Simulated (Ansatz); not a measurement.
`O/C=[N]/[ZnH]` + `[OH][InH2]` → `[OH][InH][ZnH]` + `N=CO`  (formal exchange of groups at a Zn–N bond)

Gas-phase electronic energies from Ansatz, PBE0-D4/def2-TZVP geometries. CBS: MP2 limit from def2 TZ/QZ plus the TZ coupled-cluster correction, frozen cores. This one scheme is used for every species. Functionals use def2-TZVPP. Elements past krypton have def2 core potentials. For In, Zn outer-core shells are correlated without core-valence functions, which leaves a few kJ/mol of doubt a bond. Scalar relativity is left out up to krypton. One conformer a species, not always the lowest.

`O/C=[N]/[ZnH]`:

Cartesian coordinates in Å:
```
O -1.086 1.759 -0.161
C -0.638 0.494 -0.311
N 0.353 0.039 0.297
Zn 1.181 -1.578 0.309
H -0.490 2.175 0.480
H -1.289 -0.013 -1.033
H 1.969 -2.875 0.419
```

`[OH][InH2]`:

Cartesian coordinates in Å:
```
O 1.072 -0.474 -0.760
In -0.463 -0.019 0.423
H 1.351 0.253 -1.320
H -1.045 1.586 0.262
H -0.916 -1.345 1.395
```

`[OH][InH][ZnH]`:

```xyz
6

O     0.127   -0.023   -1.873
In   -0.665   -0.133   -0.032
Zn    1.158    0.276    1.757
H    -0.516   -0.170   -2.570
H    -2.367   -0.475   -0.117
H     2.263    0.525    2.834
```

`N=CO`:

Z-matrix (Å, degrees):
```
C
O 1 1.336
N 1 1.258 2 122.1
H 1 1.092 2 110.5 3 -180.0
H 2 0.968 1 106.6 3 -0.0
H 3 1.014 1 111.3 2 180.0
```

CCSD(T)/CBS gives -10.8 kcal/mol.

Another level gave -12.9 kcal/mol. Which?
A. CAM-B3LYP/def2-TZVPP
B. PBE/def2-TZVPP
C. LC-ωPBE/def2-TZVPP
D. HF/def2-TZVPP

D. HF/def2-TZVPP -12.9, LC-ωPBE -8.2, PBE -11.1, CAM-B3LYP -9.5 kcal/mol.

Largest T1 diagnostic among the species: 0.017.

From BLYP to BHLYP (50 % exact exchange), in def2-TZVPP and without D4, ΔE moves by −1.1 kcal/mol. Leaving LDA and LC-ωPBE aside and taking each functional with its dispersion term where it has one, the values, not all of them listed here, spread over 3.7 kcal/mol, from BHLYP-D4 to B97M-V. LDA lies +2.6 kcal/mol from PBE without D4.
